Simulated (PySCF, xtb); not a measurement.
B(CF3)(H)(OMe) (C₂H₄BF₃O), SMILES COBC(F)(F)F.

GFN2-xTB run with xtb at its own geometry gives an orbital gap of 5.17 eV and a dipole moment of 3.83 D.

Geometry optimised at PBE0-D3(BJ)/def2-SVP. One conformer was computed; it need not be the lowest.

**Question.** What does HF/def2-TZVP (PySCF) give? (Estimate from the structure and the level; the computed values follow.)

**Answer.** gap 15.34 eV (levels -12.98 and 2.36 eV), dipole 2.06 D.
